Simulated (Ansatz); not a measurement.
C7H16O3, SMILES `CCOC(OCC)OCC`, relaxed with RKS PBE-D4/def2-SVP in Ansatz 0.2.0 from a rough embedded geometry. The force threshold is 0.03 eV/Å; the program also tests the step.

Charge 0, multiplicity 1.

Start:

```xyz
26

C     1.637    2.992    0.923
C     1.500    1.566    0.421
O     0.223    1.438   -0.214
C    -0.143    0.145   -0.505
O    -0.340   -0.642    0.636
C    -1.429   -0.227    1.441
C    -1.539   -1.172    2.625
O     0.831   -0.457   -1.280
C     0.477   -1.712   -1.846
C    -0.360   -1.580   -3.115
H     1.562    3.686    0.090
H     0.846    3.220    1.633
H     2.601    3.118    1.409
H     2.283    1.330   -0.307
H     1.562    0.848    1.247
H    -1.107    0.248   -1.050
H    -1.267    0.805    1.779
H    -2.351   -0.246    0.838
H    -1.716   -2.186    2.277
H    -0.615   -1.159    3.195
H    -2.361   -0.864    3.265
H    -0.042   -2.318   -1.096
H     1.436   -2.182   -2.079
H    -1.340   -1.161   -2.897
H     0.146   -0.929   -3.824
H    -0.493   -2.560   -3.563
```

How much energy does the relaxation release, and in how many steps? (Estimate.)

Computed: 2.99 kcal/mol, in 4 steps.

Which bonds change most? (Estimate.)

Computed: C10–H26 from 1.087 to 1.110 Å; C7–H19 from 1.086 to 1.109 Å; C1–H11 from 1.086 to 1.109 Å; C7–H20 from 1.086 to 1.109 Å.

Give the relaxed structure. (Estimate.)

The calculation gave: 
```xyz
26

C     1.681    3.008    0.938
C     1.542    1.594    0.409
O     0.251    1.481   -0.211
C    -0.150    0.190   -0.515
O    -0.334   -0.617    0.634
C    -1.468   -0.257    1.415
C    -1.557   -1.196    2.602
O     0.821   -0.420   -1.302
C     0.481   -1.702   -1.834
C    -0.378   -1.610   -3.091
H     1.567    3.746    0.118
H     0.908    3.226    1.703
H     2.678    3.153    1.399
H     2.333    1.362   -0.337
H     1.630    0.844    1.226
H    -1.132    0.308   -1.044
H    -1.379    0.803    1.749
H    -2.395   -0.318    0.791
H    -1.658   -2.248    2.267
H    -0.645   -1.123    3.228
H    -2.433   -0.945    3.233
H    -0.014   -2.315   -1.049
H     1.451   -2.188   -2.067
H    -1.375   -1.170   -2.884
H     0.118   -0.985   -3.860
H    -0.546   -2.620   -3.518
```
